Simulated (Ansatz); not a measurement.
Program: Ansatz. Geometries: PBE0-D4/def2-TZVP. ΔE: electronic, gas phase. CBS: MP2 limit from def2 TZ/QZ plus the TZ coupled-cluster correction, frozen cores. This one scheme is used for every species. Functionals use def2-TZVPP. B3LYP here is the variant with VWN-RPA as its local correlation; programs differ in this. HSE06 is defined as in plane-wave codes. For Br outer-core shells are correlated without core-valence functions, which leaves a few kJ/mol of doubt a bond. Scalar relativity is left out up to krypton.

Reaction (ligand exchange at the Si–Br bond): `F[Si](F)(Cl)Br` + HCl → `F[Si](F)(Cl)Cl` + HBr

`F[Si](F)(Cl)Br`:

Z-matrix (Å, degrees):
```
Si
F 1 1.572
Cl 1 2.009 2 109.1
Br 1 2.171 2 109.4 3 -123.0
F 1 1.572 2 107.6 3 118.2
```

HCl:

Cartesian coordinates in Å:
```
Cl 0.250 -0.342 -0.479
H -0.250 0.342 0.479
```

`F[Si](F)(Cl)Cl`:

Z-matrix (Å, degrees):
```
Si
F 1 1.571
Cl 1 2.007 2 109.3
Cl 1 2.007 2 109.3 3 122.7
F 1 1.571 2 107.7 3 -118.7
```

HBr:

Z-matrix (Å, degrees):
```
Br
H 1 1.420
```

(1) Is it downhill or uphill in electronic energy at CCSD(T)/CBS, and by how much? (Best estimate.)

(2) What do these levels give: B3LYP-D4, HSE06-D4, B2PLYP, PBE, HSE06, SCS-MP2/def2-TZVPP? (Best estimate.)

Largest T1 diagnostic among the species: 0.010.

## Answers

(1) The calculation gave: Downhill: ΔE = -1.5 kcal/mol.

(2) Ansatz gave: B3LYP-D4 -2.1, HSE06-D4 -1.7, B2PLYP -2.3, PBE -1.8, HSE06 -1.9, SCS-MP2/def2-TZVPP -2.1 kcal/mol.

In def2-TZVPP, CCSD(T) changes the Hartree–Fock value by +0.7 kcal/mol (the triples alone add +0.1 kcal/mol) and MP2 by +1.1 kcal/mol. At CCSD(T), def2-SVP lies −1.6 kcal/mol from the extrapolated value and def2-TZVPP −0.6 kcal/mol. Leaving LDA and LC-ωPBE aside and taking each functional with its dispersion term where it has one, the values, not all of them listed here, spread over 1.4 kcal/mol, from B97M-V to PBE-D4.
